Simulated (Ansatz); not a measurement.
C2H5AlBClO. The species carries charge 0 and has multiplicity 1. The bonds changed during the relaxation, so this is another structure than the one it started from. Geometry: relaxed with PBE0-D4/def2-TZVP. It is one conformer, not always the lowest.

```xyz
11

C     0.877    0.704   -0.686
C     0.698   -0.779   -0.622
Cl    1.813   -1.547   -1.746
B    -0.172   -1.623    0.164
Al   -1.201   -0.193    1.144
O    -1.947    1.086    1.912
H     0.682    1.092   -1.691
H     0.204    1.252    0.000
H     1.895    0.998   -0.412
H    -0.313   -2.800    0.221
H    -2.535    1.810    1.718
```

What is the dipole moment at r2SCAN/def2-TZVPP? (An estimate is asked.)

Computed: 5.21 D, with components (-3.06, 3.84, 1.74) D in this frame, pointing from negative to positive charge.

And with PBE, B3LYP, ωB97M-V? (An estimate is asked.)

The calculation gave: PBE 4.94 D, B3LYP 5.21 D, ωB97M-V 5.48 D.

Give the Mulliken charges with r2SCAN, ωB97M-V, PBE in def2-TZVPP. (Estimate.)

Ansatz gave: 
```csv
atom,r2SCAN,ωB97M-V,PBE
C1,-0.09,-0.29,-0.21
C2,0.11,0.02,0.12
Cl3,-0.15,-0.12,-0.13
B4,-0.33,-0.22,-0.24
Al5,0.53,0.38,0.33
O6,-0.40,-0.35,-0.32
H7,0.07,0.13,0.11
H8,-0.01,0.05,0.03
H9,0.07,0.13,0.11
H10,0.01,0.10,0.03
H11,0.19,0.17,0.18
```

B3LYP here is the variant with VWN-RPA as its local correlation; programs differ in this.
